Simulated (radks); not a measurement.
These are the eigenvalues of the occupied orbitals of an atom or ion with whole-number occupations (eV). Calculated with a radial shooting solver on a logarithmic mesh with Libxc functionals: scalar-relativistic Kohn-Sham, PBE, spin-polarised, spherical densities, finite nucleus; Fermi nuclear charge, rms radius of each element as measured or else 0.836 A^(1/3) + 0.57 fm.

| orbital | eigenvalue |
|---|---|
| 1s | -24190.66 |
| 2s | -3553.711 |
| 2p | -3188.769 |
| 3s | -661.5567 |
| 3p | -541.5866 |
| 3d | -351.0399 |
| 4s | -110.4770 |
| 4p | -76.0951 |
| 4d | -27.3257 |

Which element is it, and in what charge state? The configuration may be excited.

Answer. Z = 46, palladium, charge +2: Pd2+ in [Kr] 4d(up 4, down 4). The list shows which subshells hold electrons but not how many an open one holds; the 1s level, -888.99 hartree, gives Z - s = 42.2 by -(Z - s)^2/2, which with screening and relativity narrows Z to a few neighbours, and the depths of the outer levels then fix element, charge and occupations together.
